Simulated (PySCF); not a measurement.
CdFHO, SMILES [F][Cd][OH]. Coordinates come from a PBE-D3(BJ)/def2-TZVP optimisation. The def2 effective core potentials stand for the cores of Cd; spin–orbit coupling is left out. The values are those of a single conformer.

These are PBE-D3(BJ)/def2-TZVP run with PySCF values and carry that method's errors.

Harmonic wavenumbers (cm⁻¹): 137, 143, 513, 615, 846, 3705. Rotational constants (GHz): 615.4, 3.624, 3.603; symmetry number 1.

**Question.** Work out the zero-point energy and the ideal-gas rigid-rotor harmonic-oscillator thermochemistry at 298.15 K and 1 atm.

**Answer.** ZPE = ½ Σ hcν = ½ × 5960 cm⁻¹ = 35.65 kJ/mol. H − E(el) = 50.17 kJ/mol. Entropy in J/(mol K): translation 171.10, rotation 88.78, vibration 28.55, total 288.44. G − E(el) = -35.83 kJ/mol. Cp = 60.97 J/(mol K). Modes under 150 cm⁻¹ make the vibrational entropy uncertain.
